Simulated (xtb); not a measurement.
sulfur dioxide (O2S), singlet, from a rough starting geometry; GFN2-xTB (xtb).

xtb was given this input:
```
$ xtb mol.xyz --gfn 2 --opt vtight --json

# file mol.xyz
3

S      0.00037940     0.01234306     0.47695009
O     -0.04596936     1.29055649    -0.22028152
O     -0.00555252    -1.27526086    -0.25405828
```

It wrote (shortened):

```
   ID    Z sym.   atoms
    1   16 S      1
    2    8 O      2, 3

           -------------------------------------------------
          |                Calculation Setup                |
           -------------------------------------------------

           -------------------------------------------------
          |                 G F N 2 - x T B                 |
           -------------------------------------------------

          ...................................................
          :                      SETUP                      :
          :.................................................:
          :  # basis functions                  18          :
          :  # atomic orbitals                  17          :
          :  # shells                            7          :
          :  # electrons                        18          :
          :  max. iterations                   250          :
          :  Hamiltonian                  GFN2-xTB          :
          :  restarted?                      false          :
          :  GBSA solvation                  false          :
          :  PC potential                    false          :
          :  electronic temp.          300.0000000     K    :
          :  accuracy                    1.0000000          :
          :  -> integral cutoff          0.2500000E+02      :
          :  -> integral neglect         0.1000000E-07      :
          :  -> SCF convergence          0.1000000E-05 Eh   :
          :  -> wf. convergence          0.1000000E-03 e    :
          :  Broyden damping             0.4000000          :
          :  net charge                          0          :
          :  unpaired electrons                  0          :
          ...................................................

 iter      E             dE          RMSdq      gap      omega  full diag
   1    -11.3709791 -0.113710E+02  0.135E+01    3.96       0.0  T
   2    -11.3960442 -0.250650E-01  0.567E+00    3.35       1.0  T
   3    -11.3975294 -0.148527E-02  0.154E+00    3.18       1.0  T
   4    -11.3977322 -0.202814E-03  0.579E-01    3.23       1.0  T
   5    -11.3977705 -0.382704E-04  0.278E-01    3.25       1.0  T
   6    -11.3978035 -0.329663E-04  0.959E-02    3.26       1.0  T
   7    -11.3978044 -0.918906E-06  0.313E-02    3.26       1.8  T
   8    -11.3978049 -0.454960E-06  0.216E-03    3.26      26.7  T
   9    -11.3978049 -0.116891E-08  0.314E-04    3.26     183.8  T
  10    -11.3978049 -0.772626E-10  0.158E-04    3.26     366.0  T

   *** convergence criteria satisfied after 10 iterations ***

         :::::::::::::::::::::::::::::::::::::::::::::::::::::
         ::                     SUMMARY                     ::
         :::::::::::::::::::::::::::::::::::::::::::::::::::::
         :: total energy             -11.363035382573 Eh    ::
         :: gradient norm              0.063454325574 Eh/a0 ::
         :: HOMO-LUMO gap              3.259984178117 eV    ::
         ::.................................................::
         :: SCC energy               -11.397804860697 Eh    ::
         :: -> isotropic ES            0.052077585152 Eh    ::
         :: -> anisotropic ES          0.004791456925 Eh    ::
         :: -> anisotropic XC          0.002228637162 Eh    ::
         :: -> dispersion             -0.001217398908 Eh    ::
         :: repulsion energy           0.034769478125 Eh    ::
         :: add. restraining           0.000000000000 Eh    ::
         :: total charge               0.000000000000 e     ::
         :::::::::::::::::::::::::::::::::::::::::::::::::::::

      -----------------------------------------------------------
     |                   =====================                   |
     |                        A N C O P T                        |
     |                   =====================                   |
     |               Approximate Normal Coordinate               |
     |                Rational Function Optimizer                |
      -----------------------------------------------------------
      -----------------------------------------------------------
     |                   =====================                   |
     |                        A N C O P T                        |
     |                   =====================                   |
     |               Approximate Normal Coordinate               |
     |                Rational Function Optimizer                |
      -----------------------------------------------------------

          ...................................................
          :                      SETUP                      :
          :.................................................:
          :   optimization level         verytight          :
          :   max. optcycles                   200          :
          :   ANC micro-cycles                  20          :
          :   degrees of freedom                 3          :
          :.................................................:
          :   RF solver                   davidson          :
          :   write xtbopt.log                true          :
          :   linear?                        false          :
          :   energy convergence         0.1000000E-06 Eh   :
          :   grad. convergence          0.2000000E-03 Eh/α :
          :   maxmium RF displ.          1.0000000          :
          :   Hlow (freq-cutoff)         0.1000000E-01      :
          :   Hmax (freq-cutoff)         5.0000000          :
          :   S6 in model hess.         20.0000000          :
          ...................................................

generating ANC from exact Hessian ...
Using Lindh-Hessian (1995)
 Shifting diagonal of input Hessian by    0.0000000000000000
 Lowest  eigenvalues of input Hessian
    0.000000    0.000000    0.000000    0.000000    0.000000    0.000000
    0.537219    1.939975    2.983686
 Highest eigenvalues
[...]
 * total energy  :   -11.3630354 Eh     change       -0.2986056E-11 Eh
 * total energy  :   -11.3658992 Eh     change       -0.2863802E-02 Eh
 * total energy  :   -11.3673802 Eh     change       -0.1481008E-02 Eh
 * total energy  :   -11.3674497 Eh     change       -0.6952332E-04 Eh
 * total energy  :   -11.3674858 Eh     change       -0.3609060E-04 Eh
 * total energy  :   -11.3674869 Eh     change       -0.1112214E-05 Eh
 * total energy  :   -11.3674871 Eh     change       -0.1714078E-06 Eh
 * total energy  :   -11.3674871 Eh     change       -0.2617046E-08 Eh
   *** GEOMETRY OPTIMIZATION CONVERGED AFTER 8 ITERATIONS ***
[...]
          :  # electrons                        18          :
          :  max. iterations                   250          :
          :  Hamiltonian                  GFN2-xTB          :
          :  restarted?                      false          :
          :  GBSA solvation                  false          :
          :  PC potential                    false          :
          :  electronic temp.          300.0000000     K    :
          :  accuracy                    1.0000000          :
          :  -> integral cutoff          0.2500000E+02      :
          :  -> integral neglect         0.1000000E-07      :
          :  -> SCF convergence          0.1000000E-05 Eh   :
          :  -> wf. convergence          0.1000000E-03 e    :
          :  Broyden damping             0.4000000          :
          :  net charge                          0          :
          :  unpaired electrons                  0          :
          ...................................................

 iter      E             dE          RMSdq      gap      omega  full diag
   1    -11.4135614 -0.114136E+02  0.454E-05    3.51       0.0  T
   2    -11.4135614 -0.941469E-13  0.242E-05    3.51    2387.1  T
   3    -11.4135614 -0.532907E-14  0.754E-06    3.51    7658.8  T

   *** convergence criteria satisfied after 3 iterations ***

         :::::::::::::::::::::::::::::::::::::::::::::::::::::
         ::                     SUMMARY                     ::
         :::::::::::::::::::::::::::::::::::::::::::::::::::::
         :: total energy             -11.367487092732 Eh    ::
         :: gradient norm              0.000020727895 Eh/a0 ::
         :: HOMO-LUMO gap              3.511519776382 eV    ::
         ::.................................................::
         :: SCC energy               -11.413561382773 Eh    ::
         :: -> isotropic ES            0.050435133696 Eh    ::
         :: -> anisotropic ES          0.004986783120 Eh    ::
         :: -> anisotropic XC          0.001435616897 Eh    ::
         :: -> dispersion             -0.001219397044 Eh    ::
         :: repulsion energy           0.046074290041 Eh    ::
         :: add. restraining           0.000000000000 Eh    ::
         :: total charge              -0.000000000000 e     ::
         :::::::::::::::::::::::::::::::::::::::::::::::::::::

           -------------------------------------------------
          |                Property Printout                |
           -------------------------------------------------

    * Orbital Energies and Occupations

         #    Occupation            Energy/Eh            Energy/eV
      -------------------------------------------------------------
         1        2.0000           -0.8131222             -22.1262
         2        2.0000           -0.7011226             -19.0785
         3        2.0000           -0.6525052             -17.7556
         4        2.0000           -0.5546770             -15.0935
         5        2.0000           -0.5523907             -15.0313
         6        2.0000           -0.5507337             -14.9862
         7        2.0000           -0.4841675             -13.1749
         8        2.0000           -0.4653787             -12.6636
         9        2.0000           -0.4471340             -12.1671 (HOMO)
        10                         -0.3180881              -8.6556 (LUMO)
        11                         -0.1658521              -4.5131
        12                         -0.0990539              -2.6954
        13                          0.0030242               0.0823
        14                          0.0939604               2.5568
        15                          0.1209988               3.2925
        16                          0.6797368              18.4966
        17                          1.1845739              32.2339
      -------------------------------------------------------------
                  HL-Gap            0.1290460 Eh            3.5115 eV
             Fermi-level           -0.3826111 Eh          -10.4114 eV

     #   Z          covCN         q      C6AA      α(0)
     1  16 S        1.719     0.950   108.063    17.498
     2   8 O        0.860    -0.475    23.236     6.463
     3   8 O        0.860    -0.475    23.236     6.463

 Mol. C6AA /au·bohr⁶  :        395.813333
 Mol. C8AA /au·bohr⁸  :      13295.105887
 Mol. α(0) /au        :         30.424028

Wiberg/Mayer (AO) data.
largest (>0.10) Wiberg bond orders for each atom

 ---------------------------------------------------------------------------
     #   Z sym  total        # sym  WBO       # sym  WBO       # sym  WBO
 ---------------------------------------------------------------------------
     1  16 S    3.881 --     3 O    1.941     2 O    1.941
     2   8 O    2.140 --     1 S    1.941     3 O    0.199
     3   8 O    2.140 --     1 S    1.941     2 O    0.199
 ---------------------------------------------------------------------------

Topologies differ in total number of bonds
Writing topology from bond orders to xtbtopo.mol

molecular dipole:
                 x           y           z       tot (Debye)
 q only:        0.050      -0.014       1.356
   full:        0.047      -0.013       1.265       3.216
molecular quadrupole (traceless):
                xx          xy          yy          xz          yz          zz
 q only:        2.190       0.121      -5.359      -0.028      -0.059       3.169
  q+dip:        2.999       0.150      -6.397      -0.045      -0.076       3.398
   full:        3.887       0.171      -6.754      -0.097      -0.075       2.866

optimized geometry written to: xtbopt.xyz

           -------------------------------------------------
          | TOTAL ENERGY              -11.367487092732 Eh   |
          | GRADIENT NORM               0.000020727895 Eh/α |
          | HOMO-LUMO GAP               3.511519776382 eV   |
           -------------------------------------------------

normal termination of xtb
```
